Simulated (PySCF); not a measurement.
Job file and geometry (Å, from GFN2-xTB) of a spin–spin coupling run on SMILES C#C[C@@]1(BF)C[C@H]1F, C₅H₅BF₂, B3LYP/pcJ-1 indirect spin-spin coupling, non-relativistic, gas phase (PySCF); density fitting, a coarse starting grid and PySCF grid level 2 are the driver's defaults:

```
$ OMP_NUM_THREADS=1 python probes_run.py task.json out

{"job": {"kind": "j", "xc": "B3LYP", "basis": "pcJ-1"}, "charge": 0, "multiplicity": 1}
C      2.397450    -0.504767     0.896640
C      1.337177    -0.154860     0.464108
C      0.059586     0.233114    -0.060248
B     -0.175337     1.730493    -0.412240
F     -1.348619     2.065408    -0.914473
C     -0.663886    -0.850162    -0.877213
C     -1.148665    -0.542082     0.480565
F     -0.937111    -1.442610     1.471900
H      3.328980    -0.796973     1.278681
H      0.607733     2.587975    -0.256026
H     -0.124620    -1.775770    -1.012020
H     -1.255589    -0.533286    -1.721786
H     -2.081488    -0.015994     0.644384
```

**Question.** What does the program print?

**Answer.** 
```
coarse grid: 11792 points
cycle   1  E = -417.8815914260  dE =  1.135e+00  |g| = 7.201e-01  |ddm| = 3.371e+00
cycle   2  E = -417.7934787491  dE =  8.811e-02  |g| = 1.068e+00  |ddm| = 1.303e+00
cycle   3  E = -417.9677509483  dE = -1.743e-01  |g| = 1.411e-01  |ddm| = 7.922e-01
cycle   4  E = -417.9705286036  dE = -2.778e-03  |g| = 8.458e-02  |ddm| = 1.674e-01
cycle   5  E = -417.9720305577  dE = -1.502e-03  |g| = 3.215e-02  |ddm| = 7.460e-02
cycle   6  E = -417.9722612559  dE = -2.307e-04  |g| = 5.181e-03  |ddm| = 2.380e-02
cycle   7  E = -417.9722671323  dE = -5.876e-06  |g| = 1.553e-03  |ddm| = 5.291e-03
final grid: 117320 points
cycle   8  E = -418.0382650162  dE = -1.881e-04  |g| = 6.446e-03  |ddm| = 3.176e-02
cycle   9  E = -418.0382583160  dE =  6.700e-06  |g| = 8.535e-03  |ddm| = 1.103e-02
cycle  10  E = -418.0382731355  dE = -1.482e-05  |g| = 1.274e-03  |ddm| = 6.856e-03
cycle  11  E = -418.0382732235  dE = -8.800e-08  |g| = 9.646e-04  |ddm| = 1.504e-03
cycle  12  E = -418.0382734104  dE = -1.869e-07  |g| = 3.244e-04  |ddm| = 7.601e-04
cycle  13  E = -418.0382734348  dE = -2.446e-08  |g| = 3.535e-05  |ddm| = 2.659e-04
cycle  14  E = -418.0382734350  dE = -2.124e-10  |g| = 1.193e-05  |ddm| = 3.439e-05
converged SCF energy = -418.0382734350

Indirect spin-spin couplings (Hz)
  i      j    bonds     total        FC       PSO       DSO        SD
  0 C    1 C    1    204.635   196.554     7.953     0.128         -
  0 C    2 C    2     14.192    14.540    -0.242    -0.107         -
  0 C    3 B    3      2.512     2.631    -0.058    -0.051    -0.009
  0 C    4 F    4      1.558     2.243    -0.124    -0.266    -0.296
  0 C    5 C    3      2.129     1.871     0.317    -0.059         -
  0 C    6 C    3      1.793     1.597     0.256    -0.060         -
  0 C    7 F    4      1.167     0.965     0.765    -0.060    -0.505
  0 C    8 H    1    264.841   265.571    -1.186     0.456         -
  0 C    9 H    4     -0.245    -0.169     0.011    -0.087         -
  0 C   11 H    4      0.788     0.616     0.540    -0.368         -
  0 C   12 H    4      0.825     0.710     0.508    -0.394         -
  1 C    2 C    1     92.149    93.996    -2.152     0.305         -
  1 C    3 B    2      2.145     2.126    -0.023     0.070    -0.028
  1 C    4 F    3     12.688    12.648     0.034    -0.218     0.223
  1 C    5 C    2     -2.458    -2.307    -0.183     0.032         -
  1 C    6 C    2     -3.519    -3.420    -0.146     0.047         -
  1 C    7 F    3      6.622     7.541    -1.218     0.172     0.128
  1 C    8 H    2     53.010    48.261     5.909    -1.160         -
  1 C    9 H    3      1.391     1.307    -0.070     0.153         -
  1 C   10 H    3      9.274     9.177    -0.152     0.248         -
  1 C   11 H    3      5.638     5.649     0.337    -0.348         -
  1 C   12 H    3      1.501     1.500     0.363    -0.362         -
  2 C    3 B    1     75.264    76.988    -2.412     0.378     0.310
  2 C    4 F    2     16.428    25.249    -9.240     0.076     0.343
  2 C    5 C    1      8.228     8.004    -0.037     0.261         -
  2 C    6 C    1      6.919     7.742    -1.140     0.317         -
  2 C    7 F    2      6.855     5.961     0.987    -0.036    -0.057
  2 C    8 H    3      3.699     3.644     0.472    -0.417         -
  2 C    9 H    2     22.767    23.055    -0.328     0.041         -
  2 C   10 H    2     -2.483    -2.720     0.337    -0.100         -
  2 C   11 H    2     -0.424    -0.744     0.428    -0.108         -
  2 C   12 H    2      3.916     3.855     0.147    -0.086         -
  3 B    4 F    1   -171.522  -101.879   -68.262     0.536    -1.917
  3 B    5 C    2     -1.493    -1.285    -0.169     0.016    -0.055
  3 B    6 C    2     -0.435    -0.312    -0.088     0.064    -0.099
  3 B    7 F    3     -1.743    -1.030    -0.004    -0.285    -0.424
  3 B    8 H    4     -2.118    -2.019     0.168    -0.262    -0.006
  3 B    9 H    1    169.910   169.745    -1.586     1.108     0.644
  3 B   10 H    3      3.092     3.079     0.485    -0.440    -0.032
  3 B   11 H    3      4.512     4.635    -0.201     0.087    -0.009
  3 B   12 H    3      2.754     2.826    -0.227     0.156    -0.000
  4 F    5 C    3      0.891     1.689    -0.355     0.041    -0.484
  4 F    6 C    3      1.968     2.578    -0.206     0.151    -0.555
  4 F    7 F    4      0.991     2.008     4.340    -0.891    -4.466
  4 F    8 H    5     -1.029    -0.585     0.461    -0.947     0.043
  4 F    9 H    2     70.615    77.971    -6.858    -1.335     0.837
  4 F   12 H    4      0.998     1.652    -1.457     1.081    -0.278
  5 C    6 C    1     23.737    25.966    -2.502     0.273         -
  5 C    7 F    2      2.921     8.898    -4.849    -0.142    -0.986
  5 C    8 H    4     -1.680    -1.731     0.322    -0.271         -
  5 C    9 H    3      0.343     0.386     0.258    -0.301         -
  5 C   10 H    1    176.101   174.881     0.266     0.954         -
  5 C   11 H    1    171.993   170.676     0.382     0.936         -
  5 C   12 H    2      3.277     3.397     0.153    -0.273         -
  6 C    7 F    1   -309.166  -330.997     7.263     0.887    13.681
  6 C    8 H    4     -1.490    -1.514     0.308    -0.285         -
  6 C    9 H    3      0.546     0.553     0.210    -0.218         -
  6 C   10 H    2     -4.781    -4.598    -0.036    -0.147         -
  6 C   11 H    2      1.496     1.598     0.021    -0.123         -
  6 C   12 H    1    211.259   210.832    -0.905     1.333         -
  7 F    8 H    5     -0.860    -0.854     0.740    -0.590    -0.156
  7 F    9 H    4      0.776     0.632     0.857    -0.969     0.255
  7 F   10 H    3     17.504    17.644     0.619     0.029    -0.788
  7 F   11 H    3     10.006    10.859     1.028    -1.901     0.020
  7 F   12 H    2     70.187    65.520     8.621    -1.195    -2.759
  8 H   11 H    5     -0.198    -0.149     1.218    -1.267         -
  8 H   12 H    5     -0.219    -0.139     1.273    -1.353         -
  9 H   10 H    4      0.561     0.603     1.297    -1.340         -
  9 H   11 H    4      0.310     0.406     1.007    -1.104         -
 10 H   11 H    2     -6.933    -7.118     2.966    -2.782         -
 10 H   12 H    3      4.142     4.228     2.603    -2.689         -
 11 H   12 H    3      6.323     6.338     0.124    -0.139         -
```

Size and cost of the density-fitted run: 266 basis functions, 2.7 min wall time (2.3 min CPU) on 1 thread of an Intel Xeon, shared host; peak memory 1 GiB.
